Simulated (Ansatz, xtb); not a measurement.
C6H7N2P: which of two isomers lies lower

We compare I, `CCN1C=PC(C#N)=C1`, a singlet, with II, `CC1=CP=C(C#N)N1C`, a singlet. Both are isolated molecules in the gas phase, relaxed with B3LYP/def2-SVP; the shapes shown needn't be the lowest conformers.

I (Å):

```yaml
atoms:
  - { symbol: C, position_ang: [-0.1862, -1.9776, -1.4018] }
  - { symbol: C, position_ang: [-0.1321, -0.4677, -1.1783] }
  - { symbol: C, position_ang: [2.0583, 0.3724, -2.0428] }
  - { symbol: C, position_ang: [3.1428, 0.5985, 0.1394] }
  - { symbol: C, position_ang: [3.9658, 0.8109, 1.2798] }
  - { symbol: C, position_ang: [1.8305, 0.1629, 0.2177] }
  - { symbol: N, position_ang: [1.2331, 0.0425, -1.0021] }
  - { symbol: N, position_ang: [4.6524, 0.9869, 2.2018] }
  - { symbol: P, position_ang: [3.6436, 0.8671, -1.5666] }
  - { symbol: H, position_ang: [0.2376, -2.5221, -0.5438] }
  - { symbol: H, position_ang: [0.3768, -2.2670, -2.3025] }
  - { symbol: H, position_ang: [-1.2306, -2.3014, -1.5318] }
  - { symbol: H, position_ang: [-0.7093, -0.1850, -0.2851] }
  - { symbol: H, position_ang: [-0.5784, 0.0691, -2.0293] }
  - { symbol: H, position_ang: [1.6608, 0.3044, -3.0563] }
  - { symbol: H, position_ang: [1.2657, -0.0731, 1.1198] }
```

II (Å):

```tsv
atom	x (Å)	y (Å)	z (Å)
C	0.3458	-1.8704	0.0242
C	0.4250	-0.6132	-0.7889
C	-0.5593	-0.0794	-1.6021
C	1.4713	1.2740	-1.5838
C	2.5605	2.1753	-1.6924
C	2.7518	-0.1972	-0.0047
N	3.4524	2.9186	-1.7844
N	1.5664	0.1514	-0.7806
P	-0.0727	1.4187	-2.3913
H	1.1156	-2.6040	-0.2699
H	-0.6360	-2.3411	-0.1157
H	0.4749	-1.6758	1.1025
H	-1.5313	-0.5574	-1.7256
H	3.1595	-1.1664	-0.3307
H	3.5190	0.5725	-0.1490
H	2.5105	-0.2576	1.0673
```

Quicker runs give these differences E(II) − E(I): GFN2-xTB −3.67 kcal/mol; HF/STO-3G −0.39 kcal/mol (at GFN2-xTB geometries); r2SCAN-D4/def2-SVP −2.56 kcal/mol (at GFN2-xTB geometries).

Task: Estimate E(II) − E(I) at the level CCSD(T)/def2-SVP + ΔMP2/def2-TZVPP.

Result: Too close to call at this level: CCSD(T)/def2-SVP + ΔMP2/def2-TZVPP gives E(II) − E(I) = −0.84 kcal/mol.

Level by level:

```tsv
level	geometry	E(II) − E(I) (kcal/mol)	departure from the last row (kcal/mol)	job, with rough time for the two
GFN2-xTB	GFN2-xTB	−3.67	−2.83	optimisation, 0.26 s
HF/STO-3G	GFN2-xTB	−0.39	+0.45	single point, 0.54 s
r2SCAN-D4/def2-SVP	GFN2-xTB	−2.56	−1.72	single point, 5.2 s
B3LYP/def2-SVP	B3LYP/def2-SVP	−0.71	+0.13	optimisation, 56 s
HF/def2-SVP	B3LYP/def2-SVP	+2.36	+3.20	part of the CCSD(T) run
MP2/def2-SVP	B3LYP/def2-SVP	−1.42	−0.58	part of the CCSD(T) run
CCSD(T)/def2-SVP	B3LYP/def2-SVP	−0.06	+0.78	single point
CCSD(T)/def2-SVP + ΔMP2/def2-TZVPP	B3LYP/def2-SVP	−0.84		single point, 2.6 min
```

As drawn, both hold the same kinds of bond in the same numbers. Structure I has 1 methyl group, II 2.

The largest departure from CCSD(T)/def2-SVP + ΔMP2/def2-TZVPP is that of HF/def2-SVP, 3.20 kcal/mol. The last row adds to CCSD(T) the change of the MP2 difference between the two basis sets, here −0.78 kcal/mol.

With thermal terms from frequencies at re-optimised GFN2-xTB minima (ideal gas, soft modes damped towards free rotors, one conformer each, 298.15 K, 1 atm): on the last row, ΔE + ΔZPE = −1.33, ΔH = −1.12, ΔG = −1.31 kcal/mol.

The correlated steps freeze 13 core orbitals. Codes used: Ansatz 0.2.0, xtb 6.7.1; the last row on 4 threads of Arm Neoverse V1 on a shared host.
